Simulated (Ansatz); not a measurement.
Ansatz (an electronic-structure program) input file for Ge2H6O, SMILES [GeH3][O][GeH3], PBE/def2-TZVPD. Geometry optimised at r2SCAN-D4/def2-SVP.

Ansatz 0.2 input:
```yaml
crystal:
  periodic: [false, false, false]
  atoms:
    - {symbol: O, position_ang: [-0.00000000, 0.00000000, 0.71590755]}
    - {symbol: Ge, position_ang: [-1.60025137, -0.00000000, -0.06470840]}
    - {symbol: H, position_ang: [-2.61602642, 0.00000000, 1.08181729]}
    - {symbol: H, position_ang: [-1.74375347, 1.26166414, -0.93738939]}
    - {symbol: H, position_ang: [-1.74375347, -1.26166415, -0.93738938]}
    - {symbol: Ge, position_ang: [1.60025137, -0.00000000, -0.06470840]}
    - {symbol: H, position_ang: [1.74375347, -1.26166414, -0.93738938]}
    - {symbol: H, position_ang: [1.74375347, 1.26166415, -0.93738939]}
    - {symbol: H, position_ang: [2.61602642, 0.00000001, 1.08181729]}
basis:
  gaussian:
    orbitals: def2-TZVPD
hamiltonian:
  xc: {name: PBE}
```

Program output:

```
WARN ansatz: RAYON_NUM_THREADS=2 ignored (pool sized by the plan → 2); use --threads N
Functional definition: PBE
integrals: 0.15 GiB planned
1236 factors; their error is unknown
mean field: 0.93 GiB planned
mean field evaluation 1: about -115155.1541 eV, gradient 7.3e1 eV
mean field evaluation 2: about -115080.5798 eV, gradient 1.9e2 eV
mean field evaluation 4: about -115162.7944 eV, gradient 1.5e1 eV
mean field evaluation 8: about -115163.0116 eV, gradient 2.2e-1 eV
mean field evaluation 16: about -115162.9993 eV, gradient 5.3e-5 eV
mean field -115162.99927931 eV, -4232.1621632302 hartree, gradient 5.3e-5 eV, S^2 0.000000; 0 other end points of the search recorded, 0 dependent functions left out
reference -115162.99932471 eV, -4232.1621648984 hartree; 39, 39 occupied and 163, 163 virtual orbitals, 1236 factors
Total energy: -115162.99932471 eV, -4232.1621648984 hartree
```

The run converged.

Cost: roughly 3 core-seconds.
